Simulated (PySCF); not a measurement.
BFH4N2, SMILES NB(N)F. Atoms are numbered in the order given.

```xyz
8

B      0.0000     0.0000     0.0192
F      0.0000     0.0000     1.3730
N      0.0000    -1.2523    -0.6383
H      0.0000    -2.1185    -0.1167
H      0.0000    -1.3710    -1.6415
N      0.0000     1.2523    -0.6383
H      0.0000     1.3710    -1.6415
H      0.0000     2.1185    -0.1167
```
Charge 0, spin multiplicity 1.

Geometry: B3LYP-D3(BJ)/def2-SVP. Other conformers were not sampled.

Calculation: PBE0/pcJ-1 run with PySCF.

Isotropic couplings with Fermi-contact, spin-dipole and both spin-orbit terms, one fixed conformer, no vibrational averaging. Isotopes: 11B, 14N, 19F, 1H.

```csv
pair,bonds apart,J (Hz)
B1–F2,1,___
B1–N3,1,30.4
B1–N6,1,30.4
N3–H4,1,60.1
N3–H5,1,59.6
N6–H7,1,59.6
N6–H8,1,60.1
B1–H4,2,___
B1–H5,2,___
B1–H7,2,___
B1–H8,2,___
F2–N3,2,8.7
F2–N6,2,8.7
N3–N6,2,___
H4–H5,2,___
H7–H8,2,___
F2–H4,3,-0.9
F2–H5,3,23.5
F2–H7,3,23.5
F2–H8,3,-0.9
N3–H8,3,2.3
H4–N6,3,2.3
H4–H8,4,3.2
```

Complete the blanks. (An estimate is asked for; the answer gives what the named calculation found.)


- B1–F2, J (Hz): -80.2
- B1–H4, J (Hz): -0.9
- B1–H5, J (Hz): 6.3
- B1–H7, J (Hz): 6.3
- B1–H8, J (Hz): -0.9
- N3–N6, J (Hz): 1.8
- H4–H5, J (Hz): -3.1
- H7–H8, J (Hz): -3.1
